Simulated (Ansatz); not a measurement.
Ideal-gas functions of ClF$_{3}$Sn, SMILES `[F][Sn]([F])([F])[Cl]` at 298.15 K and 1 bar, from an Ansatz frequency run at PBE0-D4/def2-TZVP.

Molar mass 211.16 g/mol, point group C3v (symmetry number 3), electronic degeneracy 1, moments of inertia 174.316, 288.138, 288.184 u Å². Harmonic wavenumbers (cm⁻¹, unscaled): 122, 122, 172, 172, 189, 414, 661, 677, 677.

Use S(trans) = R[1.5 ln M + 2.5 ln T − 1.1517]; rotational temperatures θ = 24.2544 K / I; S(rot) = R[ln(√π/σ · √(T³/θAθBθC)) + 1.5]; for each mode x = 1.438777 ν̃/T, S = R[x/(eˣ − 1) − ln(1 − e⁻ˣ)] and H = RT x/(eˣ − 1); 1 cm⁻¹ = 0.0119627 kJ/mol; R = 8.31446 J/(mol·K).

Q: By hand: the entropy, in J/(mol·K).

A: Translation 175.6. Rotation: θ = 0.1391, 0.0842, 0.0842 K, giving 107.9. Vibration, mode by mode: 12.84, 12.84, 10.10, 10.10, 9.36, 3.82, 1.49, 1.40, 1.40, in all 63.3. Electronic 0.0. Sum 346.8 J/(mol·K).

Q: By hand: H − E and G − E in kJ/mol, counted from the electronic energy.

A: Zero-point energy ½ × 3206 × 0.0119627 = 19.2; thermal vibration 10.1; translation, rotation and pV give 4 RT = 9.9. H − E = 39.2 kJ/mol, and G − E = 39.2 − 298.15 × 346.8/1000 = -64.2 kJ/mol.

Vibration gives 18 % of the entropy, 25.7 J/(mol·K) of it from the modes under 150 cm⁻¹: soft modes count most, and the harmonic formula is weakest for them.
